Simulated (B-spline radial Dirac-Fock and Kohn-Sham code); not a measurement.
**The K-LL Auger spectrum of Ag³⁺**

System: Ag³⁺, 1s2 2s2 2p6 3s2 3p6 3d10 4s2 4p6 4d8.

Method: Dirac-Fock ΔSCF + Breit + QED. Computed with a radial B-spline solver. The two-hole levels come from diagonalising the Coulomb interaction among the jj configurations; intensities are independent-particle Coulomb rates. Kinetic energies are from the vacuum level. No correlation. Open outer shells are spectators and are not coupled to the holes. The rates lack the Breit term, which in heavy atoms raises K-L1L1 and K-L1L2. Labels follow the leading weight; the literature often keeps the label of the LS limit.

| kinetic energy (eV) | J | leading jj holes (weight) | leading LS term (weight) | intensity (%) |
| --- | --- | --- | --- | --- |
| 17709.1 | 0 | L1L1 (0.99) | ¹S0 (0.99) | 7.8 |
| 17997.2 | 1 | L1L2 (0.95) | ¹P1 (0.54) | 14.3 |
| 18029.0 | 0 | L1L2 (1.00) | ³P0 (1.00) | 1.0 |
| 18163.1 | 1 | L1L3 (0.95) | ³P1 (0.54) | 9.8 |
| 18204.7 | 2 | L1L3 (1.00) | ³P2 (1.00) | 2.8 |
| 18262.0 | 0 | L2L2 (0.99) | ³P0 (0.59) | 2.8 |
| 18442.4 | 2 | L2L3 (1.00) | ¹D2 (0.72) | 43.9 |
| 18459.0 | 1 | L2L3 (1.00) | ³P1 (1.00) | 0.0 |
| 18600.1 | 0 | L3L3 (0.99) | ¹S0 (0.59) | 2.9 |
| 18627.7 | 2 | L3L3 (1.00) | ³P2 (0.72) | 14.8 |

The strongest line, by its leading LS label ¹D2, lies at 18442.4 eV. The mean weight of the leading component is 0.99 in jj and 0.77 in LS coupling, so jj labels describe these levels better.
